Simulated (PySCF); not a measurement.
**SMILES C=N/C(=C/CCC#C)C, C$_{8}$H$_{11}$N**

Geometry:
```json
{"atom": "C1", "x (Å)": "4.341", "y (Å)": "0.252", "z (Å)": "-0.323"}
{"atom": "C2", "x (Å)": "3.222", "y (Å)": "-0.123", "z (Å)": "-0.523"}
{"atom": "C3", "x (Å)": "1.858", "y (Å)": "-0.557", "z (Å)": "-0.737"}
{"atom": "C4", "x (Å)": "0.946", "y (Å)": "-0.129", "z (Å)": "0.428"}
{"atom": "C5", "x (Å)": "-0.460", "y (Å)": "-0.570", "z (Å)": "0.188"}
{"atom": "C6", "x (Å)": "-1.483", "y (Å)": "0.228", "z (Å)": "-0.136"}
{"atom": "C7", "x (Å)": "-1.391", "y (Å)": "1.723", "z (Å)": "-0.273"}
{"atom": "N8", "x (Å)": "-2.721", "y (Å)": "-0.277", "z (Å)": "-0.496"}
{"atom": "C9", "x (Å)": "-3.319", "y (Å)": "-1.182", "z (Å)": "0.135"}
{"atom": "H10", "x (Å)": "5.326", "y (Å)": "0.573", "z (Å)": "-0.162"}
{"atom": "H11", "x (Å)": "1.840", "y (Å)": "-1.646", "z (Å)": "-0.840"}
{"atom": "H12", "x (Å)": "1.487", "y (Å)": "-0.122", "z (Å)": "-1.670"}
{"atom": "H13", "x (Å)": "1.000", "y (Å)": "0.953", "z (Å)": "0.548"}
{"atom": "H14", "x (Å)": "1.317", "y (Å)": "-0.591", "z (Å)": "1.347"}
{"atom": "H15", "x (Å)": "-0.623", "y (Å)": "-1.641", "z (Å)": "0.209"}
{"atom": "H16", "x (Å)": "-2.312", "y (Å)": "2.097", "z (Å)": "-0.710"}
{"atom": "H17", "x (Å)": "-0.558", "y (Å)": "2.011", "z (Å)": "-0.910"}
{"atom": "H18", "x (Å)": "-1.254", "y (Å)": "2.184", "z (Å)": "0.705"}
{"atom": "H19", "x (Å)": "-2.966", "y (Å)": "-1.623", "z (Å)": "1.071"}
{"atom": "H20", "x (Å)": "-4.256", "y (Å)": "-1.548", "z (Å)": "-0.261"}
```

Computed with GIAO B3LYP/pcSseg-1 magnetisability, rotational g tensor and spin-rotation constants, non-relativistic, gas phase in PySCF. Geometry: GFN2-xTB.

How diamagnetic is it, and how anisotropic?

Isotropic -1332 × 10⁻³⁰ J/T², or -80.2 × 10⁻⁶ cm³/mol; principal values -1459, -1319, -1217 × 10⁻³⁰ J/T², anisotropy 210 × 10⁻³⁰ J/T² (root of half the summed squared differences of the principal values). The susceptibility is in cgs units.

Split it along the inertial axes a, b, c into diamagnetic and paramagnetic parts about the centre of mass, with the quadrupole moment.


| axis | χ (10⁻⁶ cm³/mol) | diamagnetic (10⁻⁶ cm³/mol) | paramagnetic (10⁻⁶ cm³/mol) | summed x² of all electrons (Å²) | quadrupole Θ (D Å) |
| --- | --- | --- | --- | --- | --- |
| a | -79.6 | -399.0 | 319.4 | 429.3 | +0.96 |
| b | -76.6 | -1935.4 | 1858.8 | 67.2 | +3.22 |
| c | -84.4 | -2106.6 | 2022.3 | 26.8 | -4.18 |

Anisotropies 2χaa − χbb − χcc = +1.7 and 2χbb − χaa − χcc = +10.9 × 10⁻⁶ cm³/mol. Θ is traceless in Buckingham's convention.

And the rotational g tensor?


| axis | rotational constant (GHz) | g | nuclear part | electronic part |
| --- | --- | --- | --- | --- |
| a | 4.6598 | -0.0398 | 0.6593 | -0.6992 |
| b | 0.6429 | -0.0068 | 0.5546 | -0.5615 |
| c | 0.5931 | -0.0029 | 0.5606 | -0.5635 |

Asymmetric top; isotopes 12C, 1H, 14N; no vibrational averaging.
